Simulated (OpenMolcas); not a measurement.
Ir6+ among 4 point charges of -1.3 e arranged as a tetrahedron (Td), 2.04 Å from the ion.

```yaml
Program: OpenMolcas 26.06
Method: CASSCF
Basis: ANO-RCC-VDZP [7s6p4d2f]
Scalar_Hamiltonian: DKH2, point nucleus
Active_space: 3 electrons in 5 orbitals (5d)
State_averaging: 2S+1 = 4 even, 10 roots; 2S+1 = 2 even, 40 roots
Spin-orbit_coupling: RASSI with atomic mean-field integrals over the reference wave functions
```

Problem. What is the spin-free ground state (labels of Td)?

Solution. 4T1, 3-fold in its orbital part, 100 % from free-ion F terms; it has the highest spin that d3 allows.

Problem. Where is the first state of the same spin?

Solution. 4T2 at 1430 cm-1 above the ground state.

Problem. What are the lowest two levels with spin-orbit coupling?

Solution. A 4-fold level Γ8, then a 2-fold level Γ7 7439 cm-1 above it. Their leading multiplicities are 4 (84 %) and 4 (95 %).

Problem. What is χT at 300 K?

Solution. 0.12 cm3 K/mol.

Problem. Which ligand-field parameters describe the states?

Solution. A least-squares ligand-field fit to the states below 45000 cm-1, each weighted by its degeneracy and with a free common offset, gives 10Dq = -1762 cm-1 (negative for this site), B = 965 cm-1 and C = 4044 cm-1 (C/B = 4.19), with an rms deviation of 15 cm-1. 

Spin-orbit coupling mixes the spin-free states strongly: the lowest level takes only 42 % from its leading state, 4T1. Without dynamic correlation the repulsion within the d shell is too large (B by tens of per cent), so at a given field states of lower spin stand too high. Point charges give a weaker field than real ligands, and real ions of this kind are as a rule low spin; the high spin found here belongs to the model. The ground term spreads over less than 5000 cm-1, several times less than with real ligands, so orbital moments are less quenched and χT lies further from the spin-only value than at real sites. This is an electrostatic model: the charges have no orbitals. No measured value stands beside these numbers.
